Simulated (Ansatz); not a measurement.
Species: C₃H₁₀GeN, net charge 0, doublet state. It need not be the lowest isomer of its formula. SMILES: C[CH][N](C)[GeH3]
Structure (B3LYP-D3(BJ)/def2-TZVP (Ansatz, a first-principles code) minimum search):
```
N
C 1 1.3871
H 2 1.0838 1 114.96
C 1 1.4559 2 115.52 3 -22.77
H 4 1.0896 1 110.41 2 171.47
H 4 1.0938 5 107.92 1 119.75
H 4 1.0976 5 108.49 6 116.61
C 2 1.4870 3 119.19 1 155.17
H 8 1.0900 2 109.89 3 27.79
H 8 1.0964 9 107.00 2 -122.58
H 8 1.1017 9 107.42 10 -114.00
Ge 1 1.8644 2 121.52 3 -176.23
H 12 1.5338 1 109.19 2 -56.51
H 12 1.5355 13 111.27 10 169.67
H 12 1.5472 13 109.51 14 121.98
```
Charge 0, spin multiplicity 2.

Property: atomisation energy (electronic, to ground-state atoms), in kcal/mol. Cores are frozen in the correlated levels unless marked. UHF or UKS for open shells. No spin-orbit coupling. The frozen core is the preceding noble-gas configuration, with the filled d and f shells of earlier blocks. No relativistic terms. The coupled-cluster limit lacks core correlation, which all-electron functionals hold. CBS marks a two-point X^-3 extrapolation of the correlation energy; Hartree-Fock from the larger set. The bracket is a focal-point correction in the basis named.

| level | program | atomisation energy (kcal/mol) | minus last row |
|---|---|---|---|
| HF/cc-pVTZ | Ansatz | 911.6 | -336.1 |
| HF/cc-pVQZ | Ansatz | 914.0 | -333.7 |
| SVWN5/def2-TZVPD | Ansatz | 1428.9 | 181.2 |
| PBE/def2-TZVPD | Ansatz | 1265.2 | 17.5 |
| revPBE/def2-TZVPD | Ansatz | 1222.1 | -25.6 |
| B3LYP-D4/def2-TZVPD | Ansatz + dftd4 | 1254.5 | 6.8 |
| PBE0-D4/def2-TZVPD | Ansatz + dftd4 | 1255.7 | 8.0 |
| PBE0/def2-QZVPP | Ansatz | 1250.3 | 2.6 |
| r2SCAN0/def2-TZVPD | Ansatz | 1238.1 | -9.6 |
| B2GP-PLYP/def2-TZVPD | Ansatz | 1229.1 | -18.6 |
| B2PLYP-D3(BJ)/def2-TZVPD | Ansatz + dftd3 | 1238.6 | -9.1 |
| B2PLYP-D4/def2-TZVPD | Ansatz + dftd4 | 1237.6 | -10.1 |
| PBE-QIDH/def2-TZVPD | Ansatz | 1237.7 | -10.0 |
| MP2/6-31G | Ansatz | 1054.5 | -193.2 |
| MP2/6-31G* | Ansatz | 1123.2 | -124.5 |
| SCS-MP2/6-31G | Ansatz | 1059.2 | -188.5 |
| CCSD/STO-3G | Ansatz | 1329.9 | 82.2 |
| CCSD/cc-pVTZ | Ansatz | 1201.0 | -46.7 |
| CCSD(T)/cc-pVTZ | Ansatz | 1216.8 | -30.9 |
| RI-MP2/CBS(cc-pVTZ,cc-pVQZ)+[CCSD(T)-MP2]/cc-pVDZ | Ansatz | 1249.5 | 1.8 |
| CCSD(T)/CBS(cc-pVTZ,cc-pVQZ) | Ansatz | 1247.7 | 0.0 |
